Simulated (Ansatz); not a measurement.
Consider the homolysis of the B–O bond: `OB(O)O[SiH3]` → `O[B]O[SiH3]`• + `[OH]`•.

Gas-phase electronic energies from Ansatz, PBE0-D4/def2-TZVP geometries. CBS: MP2 limit from def2 TZ/QZ plus the TZ coupled-cluster correction, frozen cores. This one scheme is used for every species. Functionals use def2-TZVPP. No spin–orbit coupling; open shells (•) take unrestricted orbitals. Each species was taken in one conformer, which may not be the lowest.

(1) What is ΔE at CCSD(T)/CBS? (Estimate.)

(2) What do these levels give: revPBE-D4, r2SCAN0-D4, B2PLYP, PBE-QIDH, r2SCAN0, BHLYP, CAM-B3LYP, RPA@PBE/def2-TZVPP, MP2/def2-SVP, CCSD/def2-SVP, SCS-MP2/def2-TZVPP, CCSD/def2-TZVPP? (Estimate.)

(3) What do rigid-rotor, harmonic-oscillator terms from PBE0-D4/def2-TZVP frequencies (298.15 K, 1 bar) make of the CCSD(T)/CBS value? (Estimate.)

Largest T1 diagnostic among the species: 0.015.

Results:

(1) Ansatz gave: +643.7 kJ/mol.

(2) The calculation gave: revPBE-D4 606.8, r2SCAN0-D4 609.8, B2PLYP 626.8, PBE-QIDH 634.9, r2SCAN0 608.4, BHLYP 606.1, CAM-B3LYP 628.8, RPA@PBE/def2-TZVPP 598.9, MP2/def2-SVP 655.1, CCSD/def2-SVP 625.6, SCS-MP2/def2-TZVPP 646.3, CCSD/def2-TZVPP 622.6 kJ/mol.

(3) Ansatz gave: ΔZPE = -24.9 kJ/mol, ΔH = +625.8 kJ/mol, ΔS = 179 J/(mol·K), ΔG = +572.4 kJ/mol. Open shells count their whole term as degenerate. Modes under 50 cm⁻¹ make the entropy rough.

The D4 term adds +7.1 kJ/mol with B3LYP and +3.8 kJ/mol with PBE0; it sums over pairs of atoms, weighted by their polarisabilities, and B3LYP, whose exchange is more repulsive, gets the larger term. From PBE to PBE0 (25 % exact exchange), in def2-TZVPP and without D4, ΔE moves by −3.6 kJ/mol: exact exchange takes away binding that semilocal exchange gives to molecules.

B3LYP here is the variant with VWN-RPA as its local correlation; programs differ in this.
